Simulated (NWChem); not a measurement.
System: GeH₄S₃; SMILES [SH][GeH]([SH])[SH]

Excerpt of the output:

```
             Northwest Computational Chemistry Package (NWChem) 7.3.0
             --------------------------------------------------------

                             Geometry "geometry" -> ""
                             -------------------------

 Output coordinates in angstroms (scale by  1.889725989 to convert to a.u.)

  No.       Tag          Charge          X              Y              Z
 ---- ---------------- ---------- -------------- -------------- --------------
    1 Ge                  32.0000    -0.00286600     0.05281100    -0.34911100
    2 S                   16.0000    -1.74296100    -1.05319900     0.56363100
    3 S                   16.0000     0.13739000     2.21149500     0.24538200
    4 S                   16.0000     1.84991800    -0.99530600     0.37289100
    5 H                    1.0000    -0.13330600     0.07630900    -1.88875200
    6 H                    1.0000    -2.66312600    -0.48360200    -0.24732600
    7 H                    1.0000     0.14197900     1.96374500     1.57365200
    8 H                    1.0000     1.37043000    -2.23724600     0.13444200

 Effective nuclear repulsion energy (a.u.)     542.5915710405

  pbe96 is a nonlocal functional; adding pw91lda local functional.
                              NWChem Property Module
                              ----------------------

  itol2e modified to match energy
  convergence criterion.

                                 NWChem DFT Module
                                 -----------------

 Summary of "ao basis" -> "ao basis" (spherical)
 ------------------------------------------------------------------------------
       Tag                 Description            Shells   Functions and Types
 ---------------- ------------------------------  ------  ---------------------
 Ge                          6-31g*                 12       32   5s4p3d
 S                           6-31g*                  8       18   4s3p1d
 H                           6-31g*                  2        2   2s

  itol2e modified to match energy
  convergence criterion.

            General Information
            -------------------
          SCF calculation type: DFT
          Wavefunction type:  closed shell.
          No. of atoms     :     8
          No. of electrons :    84
           Alpha electrons :    42
            Beta electrons :    42
          Charge           :     0
          Spin multiplicity:     1
          Use of symmetry is: off; symmetry adaption is: off
          Maximum number of iterations: 150
          AO basis - number of functions:    94
                     number of shells:    44
          Convergence on energy requested:  1.00D-07
          Convergence on density requested:  1.00D-05
          Convergence on gradient requested:  5.00D-04

              XC Information
              --------------
          PerdewBurkeErnzerhof Exchange Functional  1.000
            Perdew 1991 LDA Correlation Functional  1.000 local
           PerdewBurkeErnz. Correlation Functional  1.000 non-local

             Grid Information
             ----------------
          Grid used for XC integration:  fine
          Radial quadrature: Mura-Knowles
          Angular quadrature: Lebedev.
          Tag              B.-S. Rad. Rad. Pts. Rad. Cut. Ang. Pts.
          ---              ---------- --------- --------- ---------
          Ge                  1.25      140           9.0       974
          S                   1.00      123          11.0       770
          H                   0.35       60          12.0       590
          Grid pruning is: on
          Number of quadrature shells:   749
          Spatial weights used:  Erf1

      Superposition of Atomic Density Guess
      -------------------------------------

 Sum of atomic energies:       -3269.38140949

      Non-variational initial energy
      ------------------------------

 Total energy =   -3270.405152
 1-e energy   =   -5627.507356
 2-e energy   =    1814.510633
 HOMO         =      -0.305073
 LUMO         =       0.011465

   convergence    iter        energy       DeltaE   RMS-Dens  Diis-err
 ---------------- ----- ----------------- --------- --------- ---------
 d= 0,ls=0.0,diis     1  -3272.7824248609 -3.82D+03  2.03D-02  6.32D-01
 d= 0,ls=0.0,diis     2  -3272.7255439015  5.69D-02  1.49D-02  7.93D-01
 d= 0,ls=0.0,diis     3  -3272.8531281442 -1.28D-01  3.68D-03  1.52D-01
 d= 0,ls=0.0,diis     4  -3272.8719538691 -1.88D-02  6.99D-04  9.38D-03
 d= 0,ls=0.0,diis     5  -3272.8726871686 -7.33D-04  2.02D-04  2.08D-04
  Resetting Diis
 d= 0,ls=0.0,diis     6  -3272.8727095618 -2.24D-05  5.77D-05  1.89D-05
 d= 0,ls=0.0,diis     7  -3272.8727126276 -3.07D-06  2.92D-05  8.22D-07
 d= 0,ls=0.0,diis     8  -3272.8727124572  1.70D-07  1.77D-05  1.79D-06
 d= 0,ls=0.0,diis     9  -3272.8727127911 -3.34D-07  2.76D-06  4.17D-08
 d= 0,ls=0.0,diis    10  -3272.8727127972 -6.11D-09  6.64D-07  2.81D-09

         Total DFT energy =    -3272.872712797173
      One electron energy =    -5628.205181645283
           Coulomb energy =     1969.471276005828
    Exchange-Corr. energy =     -156.730378198207
 Nuclear repulsion energy =      542.591571040488

 Numeric. integr. density =       84.000001329404

                       DFT Final Molecular Orbital Analysis
                       ------------------------------------

 Vector   40  Occ=2.000000D+00  E=-2.418028D-01
              MO Center= -5.1D-01,  3.7D-01,  4.0D-01, r^2= 5.4D+00
   Bfn.  Coefficient  Atom+Function         Bfn.  Coefficient  Atom+Function
  ----- ------------  ---------------      ----- ------------  ---------------
    57      0.423450  3 S  px                41     -0.346314  2 S  pz
    40     -0.274490  2 S  py                61      0.256085  3 S  px
    77      0.231806  4 S  pz                45     -0.204555  2 S  pz
    44     -0.172562  2 S  py                53     -0.162579  3 S  px
    58     -0.149084  3 S  py                81      0.146403  4 S  pz

 Vector   41  Occ=2.000000D+00  E=-2.334732D-01
              MO Center=  1.4D+00, -7.0D-01,  2.7D-01, r^2= 3.3D+00
   Bfn.  Coefficient  Atom+Function         Bfn.  Coefficient  Atom+Function
  ----- ------------  ---------------      ----- ------------  ---------------
    77      0.569900  4 S  pz                81      0.336021  4 S  pz
    75     -0.281916  4 S  px                73     -0.217794  4 S  pz
    57     -0.174857  3 S  px                79     -0.171057  4 S  px
    88      0.134842  5 H  s                 39     -0.133075  2 S  px
    71      0.107640  4 S  px                61     -0.095551  3 S  px

 Vector   42  Occ=2.000000D+00  E=-2.292106D-01
              MO Center= -6.9D-01,  4.9D-01,  3.4D-01, r^2= 5.3D+00
   Bfn.  Coefficient  Atom+Function         Bfn.  Coefficient  Atom+Function
  ----- ------------  ---------------      ----- ------------  ---------------
    57      0.478537  3 S  px                40      0.405323  2 S  py
    41      0.283550  2 S  pz                61      0.280407  3 S  px
    44      0.235791  2 S  py                53     -0.182283  3 S  px
    45      0.172046  2 S  pz                36     -0.154246  2 S  py
    58      0.114970  3 S  py                37     -0.108287  2 S  pz

[...]

          -----------------------
          Electric field gradient
          -----------------------

 1 a.u. = 0.324123 10**(16) esu/cm**3  ( or statvolts/cm**2 ) = 0.97174 10**(22) v/m**2

 ------------------------------------------------------------
   Atom      X         Y         Z
 ------------------------------------------------------------
    1 Ge  -0.00542   0.09980  -0.65972
 ------------------------------------------------------------

 Electric field gradient in molecular frame (a.u.)
         XX             YY             ZZ             XY             XZ             YZ
 ------------------------------------------------------------------------------------------
       -0.428028      -0.376996       0.805025      -0.008305       0.139315       0.005052

 Principal components (a.u.) and orientation
 of principal axis w.r.t. absolute frame                      Asymmetry parameter eta
 --------------------------------------------------------------------------------------
        0.820583      -0.444720      -0.375863                       0.083912

        0.110865       0.985471      -0.128671
        0.003424       0.129090       0.991627
        0.993830      -0.110377       0.010938

 ------------------------------------------------------------
   Atom      X         Y         Z
 ------------------------------------------------------------
    2 S   -3.29372  -1.99026   1.06511
 ------------------------------------------------------------

 Electric field gradient in molecular frame (a.u.)
         XX             YY             ZZ             XY             XZ             YZ
 ------------------------------------------------------------------------------------------
       -1.521128       0.870763       0.650365      -0.204150      -0.534415       1.320222

 Principal components (a.u.) and orientation
 of principal axis w.r.t. absolute frame                      Asymmetry parameter eta
 --------------------------------------------------------------------------------------
        2.157132      -1.651162      -0.505970                       0.530886

       -0.138759       0.965001      -0.222530
        0.719941      -0.056002      -0.691773
        0.680023       0.256198       0.686972

 ------------------------------------------------------------
   Atom      X         Y         Z
 ------------------------------------------------------------
    3 S    0.25963   4.17912   0.46370
 ------------------------------------------------------------

 Electric field gradient in molecular frame (a.u.)
         XX             YY             ZZ             XY             XZ             YZ
 ------------------------------------------------------------------------------------------
        2.118379      -0.703468      -1.414911      -0.160174      -0.081210      -0.412727

 Principal components (a.u.) and orientation
 of principal axis w.r.t. absolute frame                      Asymmetry parameter eta
 --------------------------------------------------------------------------------------
        2.128399      -1.609374      -0.519026                       0.512285

        0.998400       0.037794       0.042053
       -0.054053       0.419825       0.905994
       -0.016586       0.906818      -0.421196

 ------------------------------------------------------------
   Atom      X         Y         Z
 ------------------------------------------------------------
    4 S    3.49584  -1.88086   0.70466
 ------------------------------------------------------------

 Electric field gradient in molecular frame (a.u.)
         XX             YY             ZZ             XY             XZ             YZ
 ------------------------------------------------------------------------------------------
       -0.228773      -1.604234       1.833007       0.298933      -0.968321      -0.047387

 Principal components (a.u.) and orientation
 of principal axis w.r.t. absolute frame                      Asymmetry parameter eta
 --------------------------------------------------------------------------------------
        2.222711      -1.674231      -0.548479                       0.506477

       -0.371339      -0.235474       0.898142
       -0.040492       0.970494       0.237702
        0.927614      -0.051900       0.369917

 ------------------------------------------------------------
   Atom      X         Y         Z
 ------------------------------------------------------------
    5 H   -0.25191   0.14420  -3.56922
 ------------------------------------------------------------

 Electric field gradient in molecular frame (a.u.)
         XX             YY             ZZ             XY             XZ             YZ
 ------------------------------------------------------------------------------------------
        0.072110       0.072415      -0.144525      -0.000064      -0.019157       0.002536

 Principal components (a.u.) and orientation
 of principal axis w.r.t. absolute frame                      Asymmetry parameter eta
 --------------------------------------------------------------------------------------
       -0.146235       0.073849       0.072386                       0.010008

        0.087392       0.975983       0.199549
       -0.011528      -0.199311       0.979868
        0.996107      -0.087933      -0.006167

 ------------------------------------------------------------
   Atom      X         Y         Z
 ------------------------------------------------------------
    6 H   -5.03258  -0.91388  -0.46738
 ------------------------------------------------------------

 Electric field gradient in molecular frame (a.u.)
         XX             YY             ZZ             XY             XZ             YZ
 ------------------------------------------------------------------------------------------
       -0.052835       0.057602      -0.004767       0.089985      -0.135227       0.093978

 Principal components (a.u.) and orientation
 of principal axis w.r.t. absolute frame                      Asymmetry parameter eta
 --------------------------------------------------------------------------------------
       -0.225382       0.126254       0.099128                       0.120354

        0.685355      -0.130702      -0.716384
       -0.416345       0.736783      -0.532736
        0.597449       0.663376       0.450541

 ------------------------------------------------------------
   Atom      X         Y         Z
 ------------------------------------------------------------
    7 H    0.26830   3.71094   2.97377
 ------------------------------------------------------------

 Electric field gradient in molecular frame (a.u.)
         XX             YY             ZZ             XY             XZ             YZ
 ------------------------------------------------------------------------------------------
        0.125902       0.090066      -0.215968      -0.000872      -0.001520       0.055512

 Principal components (a.u.) and orientation
 of principal axis w.r.t. absolute frame                      Asymmetry parameter eta
 --------------------------------------------------------------------------------------
       -0.225732       0.125956       0.099776                       0.115977

        0.003827       0.999072       0.042893
       -0.173119      -0.041583       0.984023
        0.984894      -0.011191       0.172799

 ------------------------------------------------------------
   Atom      X         Y         Z
 ------------------------------------------------------------
    8 H    2.58974  -4.22778   0.25406
 ------------------------------------------------------------

 Electric field gradient in molecular frame (a.u.)
         XX             YY             ZZ             XY             XZ             YZ
 ------------------------------------------------------------------------------------------
        0.063584      -0.175868       0.112284      -0.102565      -0.028804      -0.052506

 Principal components (a.u.) and orientation
 of principal axis w.r.t. absolute frame                      Asymmetry parameter eta
 --------------------------------------------------------------------------------------
       -0.224228       0.125808       0.098420                       0.122144

        0.345952      -0.371494       0.861574
        0.922074      -0.035173      -0.385411
        0.173482       0.927769       0.330377
```

Level: PBE/6-31G* (spherical d). The geometry was optimised at B3LYP/6-31G* (spherical d). NWChem prints the field gradient with the sign opposite to the second derivative of the potential.

### Question
Which NWChem input produces such a log?

### Answer
Several could match; the one computed here: the input that was run:
```
start job
memory heap 200 mb stack 900 mb global 1100 mb
geometry units angstroms noautosym nocenter noautoz
  Ge    -0.002866     0.052811    -0.349111
  S     -1.742961    -1.053199     0.563631
  S      0.137390     2.211495     0.245382
  S      1.849918    -0.995306     0.372891
  H     -0.133306     0.076309    -1.888752
  H     -2.663126    -0.483602    -0.247326
  H      0.141979     1.963745     1.573652
  H      1.370430    -2.237246     0.134442
end
basis spherical
  Ge library 6-31g*
  S library 6-31g*
  H library 6-31g*
end
dft
  xc xpbe96 cpbe96
  iterations 150
end
property
  efieldgrad
end
task dft property
```
